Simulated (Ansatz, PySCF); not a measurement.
Molecule: C₂H₃O (charge 0, doublet). It need not be the lowest isomer of its formula. 
Geometry from a B3LYP-D3(BJ)/def2-TZVP (Ansatz, a program for electronic structure) optimisation:
```
C
C 1 1.3068
O 1 1.3690 2 124.03
H 3 0.9622 1 109.19 2 -180.00
H 2 1.0734 1 137.80 3 -180.00
H 1 1.0926 2 120.40 5 0.00
```
Charge 0, spin multiplicity 2.

Property: atomisation energy (electronic, to ground-state atoms), in eV. Valence correlation only, unless marked. UHF or UKS for open shells. Spin-orbit coupling is left out. Non-relativistic. The coupled-cluster limit lacks core correlation, which all-electron functionals hold. CBS(X,Y): correlation extrapolated as X^-3; Hartree-Fock from the larger set. [CCSD(T)-MP2]/basis is that difference in the basis named.

| level | program | atomisation energy (eV) |
|---|---|---|
| TPSS-D4/def2-TZVPD | PySCF + dftd4 | 23.86 |
| r2SCANh/def2-TZVPD | Ansatz | 23.62 |

Task: What does RI-MP2/CBS(cc-pVTZ,cc-pVQZ)+[CCSD(T)-MP2]/cc-pVTZ (Ansatz) give?

Result: 23.57 eV, so r2SCANh/def2-TZVPD differs from it by 0.05 eV.
